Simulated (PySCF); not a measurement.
## Computed structure and properties of [Bi(NH3)]3+

System: [Bi(NH3)]3+ (singlet); start: template (C3v). Method: PySCF 2.14.0, RKS PBE0, Bi def2-SVP with ECP60, N def2-SVP, H def2-SVP; non-relativistic Hamiltonian with scalar-relativistic core potentials where named; density fitting; no spin-orbit coupling.

Input of the relaxation:

```python
mol = gto.M(atom='''
Bi     0.00000     0.00000    -0.18312
N     -0.00000    -0.00000     2.17688
H      0.93916     0.00004     2.57488
H     -0.46961     0.81332     2.57488
H     -0.46955    -0.81335     2.57488''',
    basis={'Bi': 'def2-SVP', 'N': 'def2-SVP', 'H': 'def2-SVP'},
    ecp={'Bi': 'def2-SVP'},
    charge=3, spin=0)
mf = dft.RKS(mol, xc='PBE0')
mf.grids.atom_grid = (50, 194)
mf = mf.density_fit()  # fitting sets: Bi def2-universal-JKFIT, N def2-universal-JKFIT, H def2-universal-JKFIT
mf.conv_tol = 1e-08; mf.max_cycle = 55
mf.kernel(dm0)  # dm0: converged density of the start geometry
# quasi-Newton relaxation in Cartesian coordinates to a largest gradient under 0.00045 Eh/bohr, steps kept in the point group
```

Run from Python with OMP_NUM_THREADS=2; the lines above give its settings. Where DIIS fails, smearing, a level shift and second-order steps follow.
It took 4.1 s on 2 threads of Arm Neoverse V1, with other jobs on the host, from the converged density of the start.

Course of the relaxation:

| step | energy above end (eV) | largest force component within the symmetry (eV/Å) |
| --- | --- | --- |
| 0 | 0.0667 | 1.647 |
| 1 | 0.0028 | 0.350 |
| 2 | 0.0005 | 0.110 |
| 3 | 0.0000 | 0.016 |
| 4 | 0.0000 | 0.006 |

Relaxed geometry (C3v):

```xyz
5

Bi    0.0000    0.0000   -0.1626
N     0.0000    0.0000    2.1554
H     0.9661    0.0000    2.5752
H    -0.4831    0.8367    2.5752
H    -0.4830   -0.8367    2.5752
```

```tsv
contact	Å
Bi1–N2 (NH3)	2.318
```

On the finer grid (75, 302):

```json
{
 "HOMO": "-29.27 eV",
 "LUMO": "-23.43 eV",
 "Dipole about the centre of mass": "7.31 D",
 "Set of Mulliken populations of Bi1 outside the core potential": "s 3.99, p 6.61, d 10.06",
 "D3(BJ) dispersion energy (not in the energies)": "-0.068 eV"
}
```

```json
{"atom": "Bi1", "Mulliken (e)": "2.35", "Löwdin (e)": "2.32", "spin (e)": "0.00"}
{"atom": "N2", "Mulliken (e)": "-0.34", "Löwdin (e)": "0.07", "spin (e)": "0.00"}
{"atom": "H3", "Mulliken (e)": "0.33", "Löwdin (e)": "0.20", "spin (e)": "0.00"}
{"atom": "H4", "Mulliken (e)": "0.33", "Löwdin (e)": "0.20", "spin (e)": "0.00"}
{"atom": "H5", "Mulliken (e)": "0.33", "Löwdin (e)": "0.20", "spin (e)": "0.00"}
```

On the grid (50, 194), as all that follows. Harmonic modes: a minimum; lowest 403 cm⁻¹ (negative: unstable), highest 3234 cm⁻¹, zero-point energy 0.999 eV.

Taking off one NH3 (charge 0, singlet; the rest: singlet) in vacuum, both parts rigid, costs 7.40 eV; the small basis without counterpoise inflates it. Parting with an electron moved from the ligand to the metal can be far cheaper, even downhill.

Rigid scan of NH3 along the line from its metal, all other atoms held (where the atom bridges, its other bond changes as well):

distance to N2 (Å), energy (eV) and a bar:
```
     2.02      0.681 ##############################
     2.12      0.259 ###########
     2.22      0.056 ##
     2.32      0.000 
     2.42      0.043 ##
     2.52      0.149 #######
     2.72      0.458 ####################
```

One start shape was tried, so this needn't be the lowest isomer.
